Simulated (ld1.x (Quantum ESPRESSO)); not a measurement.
Ce (Z = 58): variants of one PAW potential

Base potential:

ld1.x (Quantum ESPRESSO) 7.5 input, shortened:

```
&input
   title='Ce', zed=58., rel=0, dft='PBESOL', iswitch=3,
   config='[Xe] 4f0.5 5d1.5 6s2 6p0'
 /
 &inputp
   pseudotype=3, lpaw=.true., tm=.true., lloc=-2, rcloc=2.40,
   nlcc=.true., new_core_ps=.true., rcore=1.00,
   which_augfun='PSQ', rmatch_augfun=1.05
 /
8
5S  1  0   2.00   0.00  2.00  2.05  0.0
6S  2  0   2.00   0.00  2.00  2.05  0.0
5P  2  1   6.00   0.00  2.30  2.95  0.0
6P  3  1   0.00   0.00  2.30  2.95  0.0
4D  3  2  10.00   0.00  1.00  1.10  0.0
5D  4  2   1.50   0.00  1.00  1.10  0.0
4F  4  3   0.50   0.00  1.45  1.60  0.0
4F  4  3   0.00  -0.45  1.45  1.60  0.0
 &test
   configts(1)='4d10 4f0.5 5s2 5p6 5d1.5 6s2 6p0'
 /
```

All-electron outer shells of the reference configuration (PBEsol, non-relativistic, ld1.x):

```tsv
shell	level (eV)	outermost node (bohr)	outermost maximum (bohr)
4s	-261.30	0.35	0.62
4p	-209.29	0.34	0.63
4d	-117.98	0.31	0.65
5s	-38.72	0.79	1.42
5p	-24.31	0.82	1.55
4f	-12.18	–	0.68
5d	-4.26	0.91	2.04
6s	-3.65	1.88	3.82
6p	-1.45	2.14	4.78
```

Cutoffs, loose and tight: the cutoffs (Ry, on a coarse ladder) from which the occupation-weighted sum of valence levels, in a spherical-Bessel basis at the reference potential, stays within 10 and 1 mRy of its value at 400 Ry. They do not see the model core or the augmentation charge, which bear on the density cutoff. Test errors are all-electron minus pseudo excitation energies from the reference, over the configurations 4d10 4f1 5s2 5p6 5d1 6s2 6p0; 4d10 4f1 5s2 5p6 5d1 6s1 6p0; 4d10 4f1 5s2 5p6 5d1 6s0 6p0; 4d10 4f1 5s2 5p6 5d0 6s0 6p0; 4d10 4f2 5s2 5p6 5d1 6s0 6p0; 4d10 4f1 5s2 5p6 5d0 6s2 6p1; 4d10 4f1 5s2 5p6 5d1 6s1 6p1. A dash means not determined; rows that change the core or the reference have their own tests.

Cutoffs are not given where the Bessel-basis levels miss the radial ones by over 6 mRy, ghosts where they miss by over 20 mRy; a channel whose overlap is not positive is not tested.

A file whose overlap is not positive is unfit for use, and its test errors describe a broken file.

```csv
change,outcome,"cutoff, loose","cutoff, tight",bound ghosts,largest test error (meV)
base,generated,140 Ry,230 Ry,none,test run stopped at test 1 of 7 (negative rho)
"augmentation PSQ, inside the norm-conserving radii",generated,140 Ry,230 Ry,none,"test run stopped at test 5 of 7 (negative rho), 4 before it not solved"
"waves 5s (bound): rcut 2.00, rcutus 2.60 bohr; 6s (bound): rcut 2.00, rcutus 2.60 bohr","generated, overlap not positive",–,–,not determined (overlap not positive),test run stopped at test 1 of 7 (negative rho)
"core [Kr] 4d10, valence charge 12; reference 4f1 5s2 5p6 5d1 6s1.75 6p0.25; waves now 5s (bound): rcut 2.00, rcutus 2.20 bohr; 6s (bound): rcut 2.00, rcutus 2.20 bohr; 5p (bound): rcut 0.60, rcutus 0.80 bohr; 6p (bound): rcut 0.60, rcutus 0.80 bohr; 5d (bound): rcut 2.90, rcutus 3.75 bohr; 5d channel at 0.8 Ry: rcut 2.90, rcutus 3.75 bohr; 4f (bound): rcut 1.00, rcutus 1.25 bohr; 4f channel at -0.45 Ry: rcut 1.00, rcutus 1.25 bohr; local potential all-electron potential smoothed inside 2.45 bohr (lloc = -1); core correction Bessel-smoothed model core, default radius (core density twice the valence density); augmentation PSQ, radius 0.70 bohr",failed: new_paw_hamiltonian: negative rho,–,–,–,–
functional revPBE,generated,140 Ry,230 Ry,none,test run stopped at test 1 of 7 (negative rho)
"all radii but the core radius scaled by about 0.72 (s 1.48, p 2.12, d 0.80, f 1.16 bohr, rcut 1.44/1.66/0.72/1.04); local potential all-electron potential smoothed inside 1.74 bohr (lloc = -2); augmentation PSQ, radius 0.76 bohr",generated,260 Ry,over 300 Ry,none,-33
scalar-relativistic,generated,140 Ry,230 Ry,none,test run stopped at test 1 of 7 (negative rho)
"waves 4f (bound): rcut 1.45, rcutus 1.70 bohr; 4f channel at -0.45 Ry: rcut 1.45, rcutus 1.70 bohr",generated,140 Ry,230 Ry,none,test run stopped at test 1 of 7 (negative rho)
```
